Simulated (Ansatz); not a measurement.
Reaction (formal exchange of groups at the Si–H bond): `O1[SiH2][SiH2][SiH2]1` + `NC1CCCC1` → `N[SiH]1[SiH2]O[SiH2]1` + `C1CCCC1`

Gas-phase electronic energies from Ansatz, PBE0-D4/def2-TZVP geometries. CCSD(T)/CBS adds triple-zeta CCSD(T) − MP2 to the extrapolated MP2 energy (def2 sets, frozen cores). Functionals use def2-TZVPP. B3LYP here is the variant with VWN-RPA as its local correlation; programs differ in this. HSE06 is defined as in plane-wave codes. One conformer a species, not always the lowest.

```
             level  ΔE (kJ/mol)  difference from CCSD(T)/CBS
       LDA (SPW92)        -88.6                          8.0
            PBE-D4        -93.6                          3.0
         revPBE-D4        -91.5                          5.1
           BLYP-D4        -98.9                         -2.3
         r2SCAN-D4        -97.8                         -1.2
            B97M-V        -98.2                         -1.6
           PBE0-D4        -94.5                          2.1
        r2SCANh-D4        -97.9                         -1.3
        r2SCAN0-D4        -97.9                         -1.3
          HSE06-D4        -94.7                          1.9
          BHLYP-D4       -101.1                         -4.5
      CAM-B3LYP-D4        -98.7                         -2.1
           ωB97M-V        -96.3                          0.3
            B2PLYP       -100.1                         -3.5
          PBE-QIDH        -96.4                          0.2
               PBE        -94.3                          2.3
            revPBE        -96.1                          0.5
              BLYP       -100.7                         -4.1
            r2SCAN        -98.1                         -1.5
              PBE0        -95.0                          1.6
             B3LYP       -100.7                         -4.1
           r2SCANh        -98.1                         -1.5
           r2SCAN0        -98.1                         -1.5
             BHLYP       -101.0                         -4.4
         CAM-B3LYP        -99.0                         -2.4
           LC-ωPBE        -96.9                         -0.3
RPA@PBE/def2-TZVPP        -87.9                          8.7
       HF/def2-SVP        -83.8                         12.8
      MP2/def2-SVP        -77.4                         19.2
  CCSD(T)/def2-SVP        -71.7                         24.9
     HF/def2-TZVPP       -100.1                         -3.5
SCS-MP2/def2-TZVPP        -97.5                         -0.9
   CCSD/def2-TZVPP        -94.5                          2.1
CCSD(T)/def2-TZVPP        -93.2                          3.4
     HF/def2-QZVPP       -101.0                         -4.4
    MP2/def2-QZVPP       -100.7                         -4.1
SCS-MP2/def2-QZVPP        -99.7                         -3.1
      HF/CBS(def2)       -101.1                         -4.5
     MP2/CBS(def2)       -101.8                         -5.2
    CCSD/CBS(def2)        -97.8                         -1.2
       CCSD(T)/CBS        -96.6                            0
```

Largest T1 diagnostic among the species: 0.014.

At CCSD(T), def2-SVP lies +24.9 kJ/mol from the extrapolated value and def2-TZVPP +3.3 kJ/mol. Leaving LDA and LC-ωPBE aside and taking each functional with its dispersion term where it has one, the values spread over 9.7 kJ/mol, from BHLYP-D4 to revPBE-D4. LDA lies +5.7 kJ/mol from PBE without D4.
